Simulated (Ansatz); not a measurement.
The cation of C2H6F3HfN, SMILES `C[N](C)[Hf]([F])([F])[F]` at the neutral geometry.

```yaml
crystal:
  periodic: [false, false, false]
  atoms:
    - {symbol: C, position_ang: [-0.469241, -0.286564, 1.437750]}
    - {symbol: N, position_ang: [0.081062, -0.085661, 0.115618]}
    - {symbol: C, position_ang: [1.167126, -0.991088, -0.187220]}
    - {symbol: Hf, position_ang: [-0.652166, 1.249131, -1.194567]}
    - {symbol: F, position_ang: [0.769831, 1.738214, -2.375215]}
    - {symbol: F, position_ang: [-1.391460, 2.697141, -0.188366]}
    - {symbol: F, position_ang: [-2.049243, 0.411575, -2.204224]}
    - {symbol: H, position_ang: [-1.276853, 0.423267, 1.640417]}
    - {symbol: H, position_ang: [0.295123, -0.142007, 2.212990]}
    - {symbol: H, position_ang: [-0.877397, -1.299436, 1.554037]}
    - {symbol: H, position_ang: [1.993901, -0.873171, 0.526006]}
    - {symbol: H, position_ang: [0.839650, -2.038689, -0.150308]}
    - {symbol: H, position_ang: [1.569677, -0.802712, -1.186918]}
basis:
  gaussian: {orbitals: def2-TZVPP}
total_charge: 1
magnetization: {spin_polarized: true, initial_magnetization: 1}
hamiltonian: {xc: pbe0, dispersion: d4}
```

```sh
$ ansatz run in.yaml --threads 2 --pin off --events-out ev --progress --plain --max-ram 22528MiB --backend cuda --devices 0, --max-vram 18GiB
```

Shortened log:

```
Functional definition: PBE0
1741 factors; their error is unknown
mean field evaluation 1: about -13091.8959 eV, gradient 7.7e1 eV
mean field evaluation 2: about -13022.7832 eV, gradient 1.7e2 eV
mean field evaluation 4: about -13110.6584 eV, gradient 1.0e1 eV
mean field evaluation 8: about -13111.0412 eV, gradient 3.7e-1 eV
mean field evaluation 16: about -13111.0796 eV, gradient 8.7e-4 eV
mean field -13111.07958381 eV, -481.8232876962 hartree, gradient 1.2e-5 eV, S^2 0.755128; 0 other end points of the search recorded, 0 dependent functions left out
reference -13111.07962141 eV, -481.8232890777 hartree; 32, 31 occupied and 294, 295 virtual orbitals, 1741 factors
Total energy: -13111.28085721 eV, -481.8306843569 hartree
```

It took 2.6 s on 2 threads of an AMD EPYC 7R13 on a shared host and a share of an NVIDIA H100 80 GB, with 0.96 GiB of host memory at the peak.
